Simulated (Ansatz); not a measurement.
Calculated with Ansatz (gas phase, PBE0-D4/def2-TZVP geometries, no zero-point term in ΔE). CBS: MP2 limit from def2 TZ/QZ plus the TZ coupled-cluster correction, frozen cores. This one scheme is used for every species. Functionals use def2-TZVPP. Each species was taken in one conformer, which may not be the lowest.

Reaction (formal hydrolysis of a C–C bond): `CCCCCCCCC` + H₂O → `CCCCCCCO` + `CC`

**Question.** Is it downhill or uphill in electronic energy at CCSD(T)/CBS, and by how much? (Estimate.)

**Answer.** Ansatz gave: Uphill: ΔE = +9.9 kcal/mol.

**Question.** What do these levels give: PBE, PBE0, HF/def2-TZVPP, CCSD/def2-TZVPP, MP2/def2-QZVPP, CCSD/CBS(def2)? (Best estimate.)

**Answer.** Computed: PBE 5.4, PBE0 6.2, HF/def2-TZVPP 2.9, CCSD/def2-TZVPP 8.4, MP2/def2-QZVPP 11.2, CCSD/CBS(def2) 9.3 kcal/mol.

Largest T1 diagnostic among the species: 0.009.

From PBE to PBE0 (25 % exact exchange), in def2-TZVPP and without D4, ΔE moves by +0.8 kcal/mol. In def2-TZVPP, CCSD(T) changes the Hartree–Fock value by +6.0 kcal/mol (the triples alone add +0.6 kcal/mol) and MP2 by +7.7 kcal/mol.
